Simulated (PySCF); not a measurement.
Species: C₆H₅F.
Cartesian coordinates in Å at the GFN2-xTB level; atoms count from 1:
```xyz
12
C6H5F angstrom
C      3.0004   -0.6643   -0.2340
C      2.1848    0.1392    0.1113
C      1.1737    1.0967    0.5267
C     -0.1478    0.5005    0.4484
C     -1.2146   -0.0345    0.3365
C     -2.5253   -0.6498    0.2896
F     -3.1839   -0.5158    1.4941
H      3.7250   -1.3607   -0.5335
H      1.2185    1.9813   -0.1181
H      1.3672    1.4058    1.5597
H     -3.1573   -0.1731   -0.4704
H     -2.4395   -1.7259    0.0930
```

The closed-shell ground state was solved at several levels (PySCF, density fitting, gas phase, non-relativistic).

```json
{"level": "PBE0/def2-SVPD", "basis functions": "183", "HOMO (eV)": "-7.80", "LUMO (eV)": "0.06", "gap (eV)": "7.86", "dipole (D)": "1.73"}
{"level": "PBE0/pcSseg-1", "basis functions": "144", "HOMO (eV)": "-7.77", "LUMO (eV)": "0.24", "gap (eV)": "8.01", "dipole (D)": "1.74"}
```

Task: Estimate the row for B3LYP/pcJ-1, a basis of 239 functions; the other rows only guide the guess.

Result: HOMO -7.52 eV, LUMO 0.02 eV, gap 7.54 eV, dipole 1.74 D.

Task: Over all these levels, which gives the widest orbital gap and which the narrowest?

Result: PBE0/pcSseg-1 (global hybrid, 25 % exact exchange) has the widest, 8.01 eV, and B3LYP/pcJ-1 (global hybrid, 20 % exact exchange) the narrowest, 7.54 eV. Functional and basis both differ between the two, so the spread mixes both effects.

Task: How far do the dipole and the HOMO energy spread over the levels?

Result: The dipole runs from 1.73 to 1.74 D (mean 1.74 D) and the HOMO from -7.80 to -7.52 eV.
